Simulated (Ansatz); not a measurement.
The lowest doublet and quartet of CH (SMILES [CH]); geometries from B3LYP-D3(BJ)/def2-TZVP, each state relaxed from the structure named, with no frequency check.
Doublet at the quartet's geometry (charge 0, multiplicity 2):
```xyz
2

C      0.0000     0.0000    -0.1563
H      0.0000     0.0000     0.9375
```

A positive gap puts the quartet lower; no zero-point energy. U- takes an unrestricted doublet. The quartet is unrestricted in single-reference levels. Active spaces average the two states.

Correlated levels freeze the cores.

Programs: Ansatz (an electronic-structure program) with Gaussian orbitals. Each number belongs to the level named beside it.

```tsv
level	gap E(doublet) − E(quartet), vertical, at the quartet's geometry (eV)
U-HF/cc-pVDZ (spin-contaminated)	0.149
U-HF/cc-pVQZ (spin-contaminated)	0.099
U-PBE0/def2-TZVPP (spin-contaminated)	-0.534
U-B2PLYP/def2-TZVPP (spin-contaminated)	-0.786
U-MP2/cc-pVTZ (spin-contaminated)	…
U-CCSD/cc-pVDZ (spin-contaminated)	-0.504
SC-NEVPT2 on SA-CASSCF(5,5)/cc-pVDZ	-0.506
FIC-NEVPT4(SD) on SA-CASSCF(5,5)/cc-pVQZ	-0.762
FIC-MRCISD+Q on SA-CASSCF(5,5)/cc-pVQZ	-0.766
```

Problem. Fill in the missing entries.

Solution. 
- U-MP2/cc-pVTZ (spin-contaminated), gap E(doublet) − E(quartet), vertical, at the quartet's geometry (eV): -0.279

Doubts at one or more of the structures used: T1 above 0.05 (U-CCSD/cc-pVDZ (spin-contaminated)).
